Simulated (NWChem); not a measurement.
System: BeNH2F; SMILES [NH2][Be][F]

```xyz
5

Be     0.0000     0.0000    -0.0909
F      0.0000     0.0000    -1.4769
N      0.0000     0.0000     1.4128
H      0.0000    -0.8244     1.9887
H      0.0000     0.8244     1.9887
```
Atoms are numbered in this order, from 1.

All runs: NWChem. Geometry optimised at PBE0-D3(BJ)/def2-TZVP; all other runs use it. Pople sets run with spherical d functions. Vzz has the sign of the potential's second derivative.

| quantity | level | value |
|---|---|---|
| dipole (D) | PW6B95/def2-SVP | 2.32 |
| Vzz N3 (a.u.) | B3LYP/6-31G* | -0.788 |
| first state with f > 0.002 (eV), N K edge, unshifted | BHandHLYP/def2-TZVP, TDA | 399.9 |
| vertical, lowest state with f > 0.02, singlet (eV) | B3LYP/def2-SVP, TDA | 5.67 |
| highest harmonic frequency (cm⁻¹) | PBE0-D3(BJ)/def2-TZVP | 3713 |
